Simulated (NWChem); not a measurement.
System: SiBrClF2; SMILES F[Si](F)(Cl)Br

NWChem input:

```
start job
memory heap 200 mb stack 900 mb global 1100 mb
geometry units angstroms noautosym nocenter noautoz
  F     -1.309742    -0.772603     1.288003
  Si    -0.395500    -0.524132     0.000000
  F     -1.309742    -0.772603    -1.288003
  Cl     1.122054    -1.860425     0.000000
  Br     0.317412     1.530381     0.000000
end
basis spherical
  * library def2-svp
end
dft
  xc m05-2x
  iterations 150
end
cosmo
  do_cosmo_smd true
  solvent water
end
task dft energy
```

Output (shortened):

```
             Northwest Computational Chemistry Package (NWChem) 7.3.0
             --------------------------------------------------------

                             Geometry "geometry" -> ""
                             -------------------------

 Output coordinates in angstroms (scale by  1.889725989 to convert to a.u.)

  No.       Tag          Charge          X              Y              Z
 ---- ---------------- ---------- -------------- -------------- --------------
    1 F                    9.0000    -1.30974200    -0.77260300     1.28800300
    2 Si                  14.0000    -0.39550000    -0.52413200     0.00000000
    3 F                    9.0000    -1.30974200    -0.77260300    -1.28800300
    4 Cl                  17.0000     1.12205400    -1.86042500     0.00000000
    5 Br                  35.0000     0.31741200     1.53038100     0.00000000

 Effective nuclear repulsion energy (a.u.)     534.1731729263

                                 NWChem DFT Module
                                 -----------------

 Summary of "ao basis" -> "ao basis" (spherical)
 ------------------------------------------------------------------------------
       Tag                 Description            Shells   Functions and Types
 ---------------- ------------------------------  ------  ---------------------
 F                          def2-svp                 6       14   3s2p1d
 Si                         def2-svp                 8       18   4s3p1d
 Cl                         def2-svp                 8       18   4s3p1d
 Br                         def2-svp                12       32   5s4p3d

 in cosmo_initialize ...
 calling solv_data for solv:h2o

 solvent parameters
 solvname_short: h2o
 solvname_long:  water
 dielec:       78.4000
 dielecinf:     1.7769
 aqueous SMD model solvent descriptors
 dielec:       78.4000
 sola:          0.8200

          ---------------
          -cosmo- solvent
          ---------------
 Cosmo: York-Karplus, doi: 10.1021/jp992097l
 dielectric constant -eps-     =  78.40
 screen = (eps-1)/(eps    )    =   0.98724
 surface charge correction     = lagrangian

   van der Waals surface
 --------------------------

[...]

                                COSMO-SMD solvation results
                                ---------------------------

             internal energy in gas <Psi(g)|H|Psi(g)> =     -3522.985624225958
         internal energy in solvent <Psi(s)|H|Psi(s)> =     -3522.985567298926
                               delta internal energy  =         0.000056927032 (    0.04 kcal/mol)
   total free energy in solvent <Psi(s)|H+V/2|Psi(s)> =     -3522.987157093619
 polarization energy contribution <Psi(s)|V/2|Psi(s)> =        -0.001589794693 (   -1.00 kcal/mol)
    total free energy in solvent including G(SMD-CDS) =     -3522.984590141094
                       G(SMD-CDS) energy contribution =         0.002566952525 (    1.61 kcal/mol)
     1 M fixed-concentration free energy of solvation =         0.001034084864 (    0.65 kcal/mol)

                       DFT Final Molecular Orbital Analysis
                       ------------------------------------

 Vector   40  Occ=2.000000D+00  E=-4.299443D-01
              MO Center=  9.2D-01, -1.6D+00,  5.4D-10, r^2= 2.0D+00
   Bfn.  Coefficient  Atom+Function         Bfn.  Coefficient  Atom+Function
  ----- ------------  ---------------      ----- ------------  ---------------
    59      0.596290  4 Cl pz                56      0.452772  4 Cl pz
    53      0.260343  4 Cl pz                78      0.111094  5 Br pz
     4      0.109758  1 F  px                36     -0.109758  3 F  px
    81      0.110035  5 Br pz                27      0.092432  2 Si pz
     7     -0.080260  1 F  px                39      0.080260  3 F  px

 Vector   41  Occ=2.000000D+00  E=-3.961263D-01
              MO Center=  3.1D-01,  1.2D+00, -1.6D-08, r^2= 2.2D+00
   Bfn.  Coefficient  Atom+Function         Bfn.  Coefficient  Atom+Function
  ----- ------------  ---------------      ----- ------------  ---------------
    81      0.574536  5 Br pz                78      0.514442  5 Br pz
    75     -0.340620  5 Br pz                59     -0.164581  4 Cl pz
    56     -0.118178  4 Cl pz                72      0.110606  5 Br pz
     5      0.073648  1 F  py                37     -0.073648  3 F  py
    53     -0.068072  4 Cl pz                 8     -0.056245  1 F  py

 Vector   42  Occ=2.000000D+00  E=-3.903897D-01
              MO Center=  4.1D-01,  8.4D-01,  3.5D-09, r^2= 3.3D+00
   Bfn.  Coefficient  Atom+Function         Bfn.  Coefficient  Atom+Function
  ----- ------------  ---------------      ----- ------------  ---------------
    79      0.492993  5 Br px                76      0.445020  5 Br px
    73     -0.293914  5 Br px                58     -0.265959  4 Cl py
    80     -0.222543  5 Br py                77     -0.199818  5 Br py
    55     -0.198737  4 Cl py                74      0.131881  5 Br py
    57     -0.123596  4 Cl px                52     -0.113785  4 Cl py

 Vector   43  Occ=0.000000D+00  E= 3.181593D-02
              MO Center=  1.8D-01,  2.9D-02, -3.9D-09, r^2= 3.6D+00
   Bfn.  Coefficient  Atom+Function         Bfn.  Coefficient  Atom+Function
  ----- ------------  ---------------      ----- ------------  ---------------
    18      0.896306  2 Si s                 17      0.746671  2 Si s
    80      0.637480  5 Br py                16      0.381841  2 Si s
    58     -0.372449  4 Cl py                69     -0.355340  5 Br s
    68     -0.312275  5 Br s                 50     -0.300265  4 Cl s
    57      0.282835  4 Cl px                25      0.266005  2 Si px

[...]
```

Level: M05-2X/def2-SVP, SMD on the gas-phase geometry. All runs use the structure optimised with PBE0/def2-SVP. Solvent: water.
